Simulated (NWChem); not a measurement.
Species: HSeF; SMILES F[SeH]

Program: NWChem. The geometry was optimised at B3LYP/6-31G* (spherical d).

Task: Taking B3LYP/pcseg-2 as the yardstick, which of these has the fewest basis functions while keeping “dipole (D)” within 0.2 D of it: B3LYP/aug-pcseg-1; B3LYP/STO-3G; B3LYP/def2-SVP; B3LYP/pcseg-1?

Result: B3LYP/pcseg-1.
| level | basis functions | dipole (D) |
|---|---|---|
| B3LYP/STO-3G | 24 | 0.96 |
| B3LYP/pcseg-1 | 46 | 2.13 |
| B3LYP/def2-SVP | 51 | 2.05 |
| B3LYP/aug-pcseg-1 | 68 | 1.91 |
| B3LYP/pcseg-2 | 87 | 2.03 |

The yardstick is one finite set, not the basis-set limit.
